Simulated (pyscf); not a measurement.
Structures and frequencies: ωB97X-D3(BJ)/def2-SVP in PySCF.

SMILES: [SiH3]O[Si]([SiH3])([SiH3])[SiH3]
```xyz
18

Si    -1.4160     2.7443     0.3793
O     -0.7275     1.4137     1.0984
Si    -0.2629    -0.1066     0.5526
Si    -1.8929    -1.0150    -0.8578
Si     1.7209     0.0453    -0.6711
Si     0.0441    -1.5136     2.3834
H     -2.6423     2.3322    -0.3678
H     -1.7746     3.7255     1.4360
H     -0.4594     3.3655    -0.5831
H     -1.4684    -2.4001    -1.2236
H     -3.2214    -1.0765    -0.1793
H     -2.0273    -0.2103    -2.1091
H      2.8339     0.5784     0.1691
H      2.0892    -1.3200    -1.1541
H      1.5394     0.9396    -1.8538
H      1.0987    -0.9786     3.2937
H      0.4762    -2.8502     1.8738
H     -1.2278    -1.6755     3.1474
```
Charge 0, spin multiplicity 1.

What is the homolytic dissociation enthalpy (298 K, ωB97M-D3(BJ)/def2-TZVP) of the O–Si bond of H₃Si–O–Si(SiH₃)(SiH₃)–SiH₃ (SMILES [SiH3]O[Si]([SiH3])([SiH3])[SiH3]), to •O–SiH₃ + H₃Si–Si•(SiH₃)–SiH₃?

O–Si to •O–SiH₃ + H₃Si–Si•(SiH₃)–SiH₃: 114.5 kcal/mol. The 7 functionals that were run give +105.7 (PBE) to +115.8 kcal/mol (M06-2X). •O–SiH₃ lies 24.9 kcal/mol over its isomer HO–SiH₂•, and others may lie lower still (electronic energy, ωB97M-D3(BJ)). Other isomers of H₃Si–Si•(SiH₃)–SiH₃ were not searched in full and may lie lower.
